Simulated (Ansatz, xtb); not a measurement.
# Relative energy of two isomers of C2H3BrS

Structure a: `S/C=C\Br`, a singlet. Structure b: `S/C=C/Br`, a singlet. Both are isolated molecules in the gas phase, relaxed with B3LYP/def2-SVP; the shapes shown needn't be the lowest conformers.

a (Å):

```yaml
atoms:
  - { symbol: C, position_ang: [-2.7082, 0.5671, -0.5311] }
  - { symbol: C, position_ang: [-1.4334, 0.9129, -0.7559] }
  - { symbol: Br, position_ang: [-0.3574, 1.9088, 0.4497] }
  - { symbol: S, position_ang: [-3.7509, 0.8845, 0.8419] }
  - { symbol: H, position_ang: [-2.8417, 1.5818, 1.5650] }
  - { symbol: H, position_ang: [-3.2157, -0.0098, -1.3119] }
  - { symbol: H, position_ang: [-0.9106, 0.6392, -1.6727] }
```

b (Å):

```xyz
7

C    -2.2708    0.6782    0.0345
C    -1.5121    1.1259   -0.9710
Br    0.2778    0.5565   -1.2312
S    -3.9894    1.0982    0.1619
H    -4.0535    1.0635    1.5133
H    -1.8728   -0.0248    0.7719
H    -1.8578    1.8350   -1.7259
```

Energies in hartree; the thermal terms are from B3LYP/def2-SVP harmonic frequencies (ideal gas, rigid rotor, one conformer each, 298.15 K, 1 atm) and include the zero-point energy:

|  | a | b |
| --- | --- | --- |
| E, CCSD(T)/def2-TZVP | −3048.273413 | −3048.270113 |
| zero-point energy | 0.041930 | 0.041420 |
| H(298 K) − E | 0.047838 | 0.047791 |
| G(298 K) − E | 0.012186 | 0.011398 |

Work out ΔE, ΔE₀, ΔH and ΔG for a → b in kJ/mol (1 Eh = 2625.50 kJ/mol) and the equilibrium ratio [b]/[a].

1. ΔE = −3048.270113 − (−3048.273413) = +0.003300 Eh = +8.66 kJ/mol.
2. ΔE₀ = ΔE + ΔZPE = +0.003300 + (−0.000510) Eh = +7.33 kJ/mol.
3. ΔH = ΔE + (−0.000047) Eh = +8.54 kJ/mol.
4. ΔG = ΔE + (−0.000788) Eh = +6.60 kJ/mol, so ΔS = (ΔH − ΔG)/T = +6.5 J/(mol K).
5. kT = 0.9442 mEh, so K = [b]/[a] = exp(−ΔG/kT) = exp(−2.66) ≈ 0.07.

Structure a is favoured at this temperature. An error of 4 kJ/mol in ΔG would change K by a factor of 5. Mirror images and further conformers aren't counted.

As drawn, both hold the same kinds of bond in the same numbers.

Other levels gave ΔE = +3.9 (GFN2-xTB); +3.6 (HF/STO-3G, GFN2-xTB geometries); +14.2 (r2SCAN-D4/def2-SVP, GFN2-xTB geometries); +9.8 (B3LYP/def2-SVP); +2.3 (HF/def2-TZVP); +11.1 (MP2/def2-TZVP) kJ/mol. The correlated steps freeze 16 core orbitals; the filled d shell of Br is correlated, in a basis made for valence electrons. Programs: Ansatz 0.2.0, xtb 6.7.1.
